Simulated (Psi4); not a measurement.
CHCl₂ (SMILES Cl[CH]Cl), doublet, at a GFN2-xTB geometry. Base run: Psi4 with CCSD/6-31G*.

Input for Psi4:
```
memory 2 GB

molecule {
0 2
Cl   -1.45352168   -0.17545972    0.02679062
C     0.00415681    0.67484410    0.17960432
Cl    1.45267340   -0.16368506   -0.08471316
H    -0.01052010    1.71639671   -0.09294267
}

set {
  basis 6-31g*
  reference uhf
}

energy('ccsd')
print_variables()
```

Each row names what was changed in the base input (with any setting that the change needs).

```json
[
 {"change": "base", "ΔE vs base (mEh)": "0.000", "MP2 correlation (Eh)": "-0.39257", "CC correlation without the perturbative part (Eh)": "-0.42553", "basis functions": "55", "core-seconds (rough)": "50", "outcome": "converged"},
 {"change": "method = cisd", "ΔE vs base (mEh)": "-", "MP2 correlation (Eh)": "-", "CC correlation without the perturbative part (Eh)": "-", "basis functions": "-", "core-seconds (rough)": "-", "outcome": "input refused"},
 {"change": "method = mp2.5", "ΔE vs base (mEh)": "18.993", "MP2 correlation (Eh)": "-0.39260", "CC correlation without the perturbative part (Eh)": "-", "basis functions": "55", "core-seconds (rough)": "6", "outcome": "converged"},
 {"change": "method = scs-mp2", "ΔE vs base (mEh)": "45.130", "MP2 correlation (Eh)": "-0.39257", "CC correlation without the perturbative part (Eh)": "-", "basis functions": "55", "core-seconds (rough)": "7", "outcome": "converged"},
 {"change": "puream = on", "ΔE vs base (mEh)": "17.459", "MP2 correlation (Eh)": "-0.37807", "CC correlation without the perturbative part (Eh)": "-0.41161", "basis functions": "52", "core-seconds (rough)": "50", "outcome": "converged"},
 {"change": "method = omp2", "ΔE vs base (mEh)": "27.607", "MP2 correlation (Eh)": "-0.39260", "CC correlation without the perturbative part (Eh)": "-", "basis functions": "55", "core-seconds (rough)": "20", "outcome": "converged"},
 {"change": "freeze_core = on", "ΔE vs base (mEh)": "22.729", "MP2 correlation (Eh)": "-0.36783", "CC correlation without the perturbative part (Eh)": "-0.40280", "basis functions": "55", "core-seconds (rough)": "10", "outcome": "converged"},
 {"change": "puream = off", "ΔE vs base (mEh)": "0.000", "MP2 correlation (Eh)": "-0.39257", "CC correlation without the perturbative part (Eh)": "-0.42553", "basis functions": "55", "core-seconds (rough)": "70", "outcome": "converged"},
 {"change": "method = ccsd(t)", "ΔE vs base (mEh)": "___", "MP2 correlation (Eh)": "-0.39257", "CC correlation without the perturbative part (Eh)": "-0.42553", "basis functions": "55", "core-seconds (rough)": "100", "outcome": "converged"},
 {"change": "method = mp3", "ΔE vs base (mEh)": "___", "MP2 correlation (Eh)": "-0.39260", "CC correlation without the perturbative part (Eh)": "-", "basis functions": "55", "core-seconds (rough)": "5", "outcome": "converged"}
]
```

**Question.** Complete the blanks.

**Answer.** 
- method = ccsd(t), ΔE vs base (mEh): -11.871
- method = mp3, ΔE vs base (mEh): 4.754

Open shells are given as the SCF converged; they aren't shown to be the lowest states, and a large step between rows can be another state.

- method = cisd: ended with `psi4.driver.p4util.exceptions.MissingMethodError: Method=cisd is not available for any derivative level under conditions CI_TYPE=CONV, REFERENCE=UHF, FREEZE_CORE=FALSE, QC_MODULE=(auto). See https://psicode.org/psi4manual/master/introduction.html#ss-cisd. Or d`
